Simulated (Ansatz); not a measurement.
Two isomers of C2H5FGeO: A = `[CH3][GeH]([F])[CH]=O`, B = `O[C]1(F)[CH2][GeH2]1`.

Computed with Ansatz on PBE0-D4/def2-TZVP structures; ΔE is electronic, products minus reactants. CCSD(T)/CBS adds triple-zeta CCSD(T) − MP2 to the extrapolated MP2 energy (def2 sets, frozen cores). DFT in def2-TZVPP. B3LYP here is the variant with VWN-RPA as its local correlation; programs differ in this. For Ge outer-core shells are correlated without core-valence functions, which leaves a few kJ/mol of doubt a bond. Scalar relativity is left out up to krypton. Each species was taken in one conformer, which may not be the lowest.

A:

Z-matrix (Å, degrees):
```
C
Ge 1 1.934
H 1 1.091 2 109.3
H 1 1.090 2 109.7 3 119.3
H 1 1.090 2 110.5 3 -120.2
F 2 1.750 1 108.2 3 -170.1
C 2 2.003 1 111.5 3 -55.3
H 2 1.539 1 114.6 3 72.0
O 7 1.202 2 120.5 1 49.1
H 7 1.114 2 118.9 1 -130.6
```

B:

Z-matrix (Å, degrees):
```
C
F 1 1.373
C 1 1.497 2 114.2
O 1 1.362 2 111.7 3 132.4
Ge 1 1.970 2 117.8 3 -76.6
H 3 1.085 1 115.6 2 135.9
H 3 1.085 1 115.1 2 -1.7
H 4 0.962 1 108.8 2 70.1
H 5 1.524 1 118.9 2 -153.2
H 5 1.523 1 120.4 2 8.0
```

Problem. Which isomer does CCSD(T)/CBS put lower? Give the gap. (Estimate.)

Solution. The calculation gave: A, by 211.8 kJ/mol.

Problem. Give E(B) − E(A) in kJ/mol with CCSD(T)/def2-TZVPP, MP2/def2-TZVPP, PBE-D4, r2SCAN-D4, CCSD/def2-TZVPP, B2PLYP, B3LYP-D4. (Estimate.)

Solution. Computed: CCSD(T)/def2-TZVPP 221.0, MP2/def2-TZVPP 221.0, PBE-D4 195.0, r2SCAN-D4 203.7, CCSD/def2-TZVPP 225.9, B2PLYP 227.9, B3LYP-D4 223.7. None reverses the order clearly.

Largest T1 diagnostic: 0.013.

In def2-TZVPP, CCSD(T) changes the Hartree–Fock value by −42.3 kJ/mol (the triples alone add −4.9 kJ/mol) and MP2 by −42.4 kJ/mol.
